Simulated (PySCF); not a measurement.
Vibration and rotation of KSr

ROHF-CCSD(T) constants of KSr, ²Σ⁺ (doublet), unpaired electrons σ ↑ (basis K def2-SVPD, Sr def2-SVPD with ECP28; scalar-relativistic core potentials; PySCF 2.14; masses 38.9637 and 87.9056 u):

* ωe: 41.0 cm⁻¹
* ωexe: 0.522 cm⁻¹
* Be: 0.028655 cm⁻¹
* αe: 0.000427 cm⁻¹
* D (centrifugal): 5.59e-08 cm⁻¹
* De to K + Sr: 0.140 eV

Question: Give the vibrational terms G(v) and spacings up to v = 3.

Answer: G(v) = ωe(v+½) − ωexe(v+½)².

| v | G(v) (cm⁻¹) | G(v) − G(v−1) | Bv (cm⁻¹) |
| --- | --- | --- | --- |
| 0 | 20 |  | 0.02844 |
| 1 | 60 | 40 | 0.02801 |
| 2 | 99 | 39 | 0.02759 |
| 3 | 137 | 38 | 0.02716 |

Question: How well does the Morse estimate ωe²/(4ωexe) reproduce De, and what is D0?

Answer: It gives 0.100 eV, 71 % of the computed De. D0 = De − G(0) = 0.140 − 0.003 = 0.137 eV.

Correlated steps freeze 5 core orbitals. The bond is weak. Basis-set superposition, not corrected here, can be much of De in a small basis, most of all at correlated wavefunction levels. Spin–orbit coupling is left out. The state was picked by a PBE0 search and need not be the measured ground state.
